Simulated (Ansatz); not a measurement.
## Worked example: C2H6OSi + SnH(CH3)2(SiH3) → C2H8Si2 + SnH(CH3)2(OH)

Species: C2H6OSi `C=C[SiH2]O`, singlet; SnH(CH3)2(SiH3), singlet; C2H8Si2 `C=C[SiH2][SiH3]`, singlet; SnH(CH3)2(OH), singlet. The partners trade OH for SiH3: Si–OH and Sn–SiH3 bonds give way to Si–SiH3 and Sn–OH.

Shapes, held fixed at every level: PBE0-D4/def2-TZVP. Flexible molecules stand in one conformer, not always the lowest. Programs: Ansatz 0.2.0. Electronic energies: no zero-point or thermal term.

At CCSD(T)/def2-TZVPP; 1 Eh = 2625.50 kJ/mol:

| species | energy (Eh) |
| --- | --- |
| C2H6OSi | -443.885050 |
| SnH(CH3)2(SiH3) | -584.785167 |
| C2H8Si2 | -658.949027 |
| SnH(CH3)2(OH) | -369.687058 |

Work out ΔE of the reaction at this level.


1. Products less reactants: (-658.949027) + (-369.687058) − [(-443.885050) + (-584.785167)] = 0.034132 Eh = +89.6 kJ/mol.

Other levels give +78.2 (PBE-D4/def2-TZVPP) to +98.3 kJ/mol (HF/def2-TZVPP). No measured value is set beside it here. For atoms past krypton def2 sets carry core potentials with scalar relativity. Correlated rows may include outer-core shells of Sn, which these sets cover unevenly.
